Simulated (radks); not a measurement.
Isoelectronic series with 7 electrons, all held in the configuration [He] 2s2 2p3, which need not be the ground one along the series. Calculated with a radial shooting solver on a logarithmic mesh with Libxc functionals: scalar-relativistic Kohn-Sham, PBE, spin-polarised, spherical densities, finite nucleus; open shells are filled with parallel spins first; Fermi nuclear charge, rms radius of each element as measured or else 0.836 A^(1/3) + 0.57 fm. Total energies (hartree) and mean radii <r> (bohr):

ion    E (hartree)   2p up  2s down   2s up  1s down
N        -54.56778   1.435    1.364   1.304   0.2294
O+       -74.55520   1.085    1.112   1.073   0.1991
F2+      -97.81974  0.8811   0.9366  0.9091   0.1759
Ne3+    -124.35893  0.7440   0.8089  0.7886   0.1575
Mg5+    -187.26815  0.5694   0.6355  0.6232   0.1301
Al6+    -223.64550  0.5101   0.5740  0.5640   0.1197
Si7+    -263.31120  0.4620   0.5233  0.5150   0.1108
P8+     -306.27108  0.4223   0.4808  0.4739   0.1031
S9+     -352.53164  0.3890   0.4447  0.4387  0.09645
Cl10+   -402.09996  0.3605   0.4135  0.4084  0.09056
Ar11+   -454.98376  0.3359   0.3865  0.3820  0.08534
K12+    -511.19133  0.3145   0.3627  0.3588  0.08068
Ca13+   -570.73148  0.2956   0.3416  0.3382  0.07649
Sc14+   -633.61363  0.2789   0.3228  0.3198  0.07271
Ti15+   -699.84780  0.2639   0.3060  0.3032  0.06927
V16+    -769.44460  0.2505   0.2908  0.2883  0.06614
Cr17+   -842.41510  0.2383   0.2770  0.2747  0.06327
Mn18+   -918.77106  0.2273   0.2644  0.2623  0.06064
Fe19+   -998.52489  0.2172   0.2529  0.2510  0.05821
Co20+  -1081.68946  0.2080   0.2423  0.2406  0.05596
Ni21+  -1168.27855  0.1995   0.2326  0.2310  0.05387
Cu22+  -1258.30580  0.1917   0.2235  0.2221  0.05192
